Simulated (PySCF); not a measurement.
MH₂ across group 16

Level: PBE0, basis family def2-TZVP, scalar-relativistic core potentials from Rb on and no relativity for lighter atoms.

Each entry is the lowest minimum that a search over a few typed start shapes (and spin states, where more than one is plausible) found, or that minimum re-optimised at the stated level; isomers with ligand–ligand bonds, or fragments after loss of a ligand pair, can lie lower. Open shells are unrestricted; no spin–orbit coupling; PySCF with density fitting.

```
molecule  2S+1  point group  mean bond to the central atom (Å)  polar-tensor charge of the central atom  highest ω (cm⁻¹)  distinct angles (°)  lowest ω (cm⁻¹)
     H₂O     1          C2v                              0.960                                    -0.54              3961                  105             1624
     H₂S     1          C2v                              1.341                                    -0.12              2741                   92             1209
    H₂Se     1          C2v                              1.467                                    -0.01              2469                   91             1062
    H₂Te     1          C2v                              1.656                                     0.14              2172                   90              892
```

The bond lengthens at every step; the largest change, 0.381 Å, falls between H₂O and H₂S among the members listed.

Left out of the table are members whose search was unfinished or whose lowest solution was spin-contaminated, unstable, very soft or bonded differently.
